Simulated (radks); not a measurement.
Initial-state core-level shifts of the neodymium ion Nd+ when its valence configuration changes from [Xe] 4f4 6s1. All-electron calculation, Dirac Kohn-Sham, PBEsol, spin-unpolarised, spherical densities, point nucleus; open shells are shared between the two j in proportion to 2j + 1. Program: a radial shooting solver on a logarithmic mesh with Libxc functionals. Shifts are changes of the shell-averaged eigenvalues in eV (positive: less bound).

| valence | 2s | 2p | 4p | 5p |
|---|---|---|---|---|
| 4f2 5d2 6s1 | -14.675 | -14.457 | -15.081 | -5.448 |
| 4f2.5 5d2 6s0.5 | -9.367 | -9.217 | -9.755 | -3.032 |
| 4f2 5d1.5 6s1.5 | -15.967 | -15.746 | -16.336 | -6.547 |
| 4f4 5d1 | +1.785 | +1.784 | +1.755 | +1.757 |
| 4f3 6s1 6p1 | -10.208 | -10.108 | -10.414 | -5.863 |
| 4f3.5 5d0.5 6s1 | -3.141 | -3.098 | -3.290 | -1.314 |
| 4f3 5d1 6s1 | -6.681 | -6.587 | -6.954 | -2.683 |
| 4f2 5d1.5 6s0.5 6p1 | -17.082 | -16.860 | -17.454 | -7.625 |
| 4f1 5d3 6s1 | -23.630 | -23.264 | -23.959 | -8.168 |
